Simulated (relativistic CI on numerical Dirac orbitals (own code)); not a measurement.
Crystal-field levels of Pt⁴⁺, 5d6

Calculated by Dirac-Coulomb-Breit CI, KLI orbitals optimised for each configuration, a model potential for QED, valence Slater integrals scaled by 0.9, one configuration in a parametric crystal field (own radial code). With so little scaling, terms lie 10 to 35 % too far apart, which can change the order of excited levels.

Field parameters in Wybourne normalisation: D4h B²₀ = −7Ds, B⁴₀ = 21(Dq − Dt), B⁴₄ = 21√(5/14) Dq. The field is a parameter set, without covalency.

S is read from ⟨S²⟩ = S(S + 1).

Levels (cm⁻¹, degeneracy): 0 (1), 8377 (1), 8790 (1), 9296 (1), 9697 (2), 10102 (1), 10897 (2), 13111 (1), 14357 (2), 16189 (1), 16743 (1), 16846 (2).

**Question.** Which field gives this pattern?
A. D4h, 10Dq = 23000, Ds = -190, Dt = 380 cm⁻¹
B. D4h, 10Dq = 17600, Ds = 2760, Dt = 1050 cm⁻¹
C. D4h, 10Dq = 17450, Ds = 690, Dt = 1190 cm⁻¹

**Answer.** A. D4h, 10Dq = 23000, Ds = -190, Dt = 380 cm⁻¹, ground level with S = 0.62.
